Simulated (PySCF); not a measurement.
KSr: from constants to spectrum

PBE0 constants of KSr, ²Σ⁺ (doublet), unpaired electrons σ ↑ (PySCF, spin-free X2C with a Gaussian nucleus, basis sets K x2c-TZVPall, Sr x2c-TZVPall; masses 38.9637 and 87.9056 u):

| Quantity | Value |
| --- | --- |
| ωe | 59.8 cm⁻¹ |
| ωexe | 0.449 cm⁻¹ |
| Be | 0.031416 cm⁻¹ |
| αe | 0.000257 cm⁻¹ |
| D (centrifugal) | 3.47e-08 cm⁻¹ |
| De to K + Sr | 0.210 eV |

**Question.** Give the vibrational terms G(v) and spacings up to v = 6.

**Answer.** G(v) = ωe(v+½) − ωexe(v+½)².

| v | G(v) (cm⁻¹) | G(v) − G(v−1) | Bv (cm⁻¹) |
| --- | --- | --- | --- |
| 0 | 29.8 |  | 0.03129 |
| 1 | 88.7 | 58.9 | 0.03103 |
| 2 | 146.7 | 58.0 | 0.03077 |
| 3 | 203.8 | 57.1 | 0.03052 |
| 4 | 260.0 | 56.2 | 0.03026 |
| 5 | 315.3 | 55.3 | 0.03000 |
| 6 | 369.7 | 54.4 | 0.02975 |

**Question.** How well does the Morse estimate ωe²/(4ωexe) reproduce De, and what is D0?

**Answer.** It gives 0.247 eV, 118 % of the computed De. D0 = De − G(0) = 0.210 − 0.004 = 0.206 eV.

The bond is weak. Basis-set superposition, not corrected here, can be much of De in a small basis, most of all at correlated wavefunction levels. Functionals without a dispersion term scatter widely for such bonds, and LDA overbinds them. Spin–orbit coupling is left out. The state is the lowest determinant that a PBE0 search found; another state may lie lower at other levels.
